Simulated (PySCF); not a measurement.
PySCF run on KZn

File input.py (PySCF 2.14):

```python
from pyscf import gto, scf, mp

mol = gto.M(
    atom='K 0 0 0; Zn 0 0 2.821',
    basis='x2c-svpall',
    charge=0,
    spin=1,
    verbose=3,
)
mf = scf.UHF(mol)
mf = mf.sfx2c1e()
mf.kernel()
mp.MP2(mf, frozen=10).kernel()
mf.dip_moment()
print('orbital energies (hartree):', [e[max(0, n-3):n+3].round(4) for e, n in zip(mf.mo_energy, mol.nelec)])
```

```bash
$ OMP_NUM_THREADS=1 python input.py
```

Output (some set-up lines and the per-cycle HOMO/LUMO lines with their warnings removed):

```
converged SCF energy = -2395.28260433395  <S^2> = 0.76689567  2S+1 = 2.0168249
E(UMP2) = -2395.70873512395  E_corr = -0.426130789995672
E(SCS-UMP2) = -2395.66565476793  E_corr = -0.383050433981185
Dipole moment(X, Y, Z, Debye): -0.00000,  0.00000,  2.38738
orbital energies (hartree): [array([-0.7914, -0.3357, -0.1355,  0.0316,  0.0384,  0.0384]), array([-0.7915, -0.7915, -0.3285,  0.0203,  0.0521,  0.0643])]
```

In short: E(SCF) = -2395.282604 Eh, E(MP2) − E(SCF) = -0.42613 Eh, ⟨S²⟩ = 0.767, μz(SCF) = 2.39 D.

It ran on Arm Neoverse V1 (1 thread, shared host) in 1.9 s, peak memory 0.15 GiB.

The bond length is a typed value, not an optimised one. No search for the lowest solution was made.
